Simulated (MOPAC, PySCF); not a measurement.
CH7B2N, SMILES `CBBN` (C–B–B–N torsion 93°), neutral singlet in the gas phase. 

Cartesian coordinates (Å):
```xyz
11

C     -1.7778     0.0788    -0.3447
B     -0.4288    -0.5931    -0.7718
B      1.0514    -0.3067    -0.0461
N      2.0029     0.6344    -0.4414
H     -1.6952     0.9603     0.2928
H     -2.3325    -0.6836     0.2236
H     -2.4193     0.3092    -1.2007
H     -0.5167    -1.4437    -1.6182
H      1.3405    -0.9676     0.9190
H      1.8951     1.2494    -1.2312
H      2.8804     0.7625     0.0354
```
Charge 0, multiplicity 1.

All levels are single points at this geometry (B3LYP-D3(BJ)/def2-TZVP); Pople sets use spherical d functions. Orbital energies aren't observables, and empty levels follow the basis.

```json
[
 {"level": "ωB97X-D3(BJ)/def2-TZVP in PySCF", "HOMO (eV)": "-9.95", "LUMO (eV)": "1.13", "gap (eV)": "11.09", "dipole (D)": "1.64", "vertical IE, Delta-SCF (eV)": "9.93"},
 {"level": "B3LYP/3-21G in PySCF", "HOMO (eV)": "-6.97", "LUMO (eV)": "-0.73", "gap (eV)": "6.24", "dipole (D)": "2.00", "vertical IE, Delta-SCF (eV)": "–"},
 {"level": "B3LYP/6-311+G** in PySCF", "HOMO (eV)": "-7.29", "LUMO (eV)": "-1.28", "gap (eV)": "6.01", "dipole (D)": "1.62", "vertical IE, Delta-SCF (eV)": "–"},
 {"level": "PBE/6-31G* in PySCF", "HOMO (eV)": "-5.75", "LUMO (eV)": "-1.51", "gap (eV)": "4.24", "dipole (D)": "1.86", "vertical IE, Delta-SCF (eV)": "9.17"},
 {"level": "SVWN5/6-31G* in PySCF", "HOMO (eV)": "-5.74", "LUMO (eV)": "-1.73", "gap (eV)": "4.01", "dipole (D)": "1.88", "vertical IE, Delta-SCF (eV)": "9.21"},
 {"level": "HF/6-31G* in PySCF", "HOMO (eV)": "-10.58", "LUMO (eV)": "3.25", "gap (eV)": "13.83", "dipole (D)": "1.64", "vertical IE, Delta-SCF (eV)": "9.19"},
 {"level": "AM1 in MOPAC", "HOMO (eV)": "-9.66", "LUMO (eV)": "1.80", "gap (eV)": "11.46", "dipole (D)": "1.37", "vertical IE, Delta-SCF (eV)": "–"},
 {"level": "PM3 in MOPAC", "HOMO (eV)": "-10.43", "LUMO (eV)": "1.14", "gap (eV)": "11.57", "dipole (D)": "2.45", "vertical IE, Delta-SCF (eV)": "–"},
 {"level": "PM6 in MOPAC", "HOMO (eV)": "-9.09", "LUMO (eV)": "0.54", "gap (eV)": "9.62", "dipole (D)": "1.57", "vertical IE, Delta-SCF (eV)": "–"}
]
```
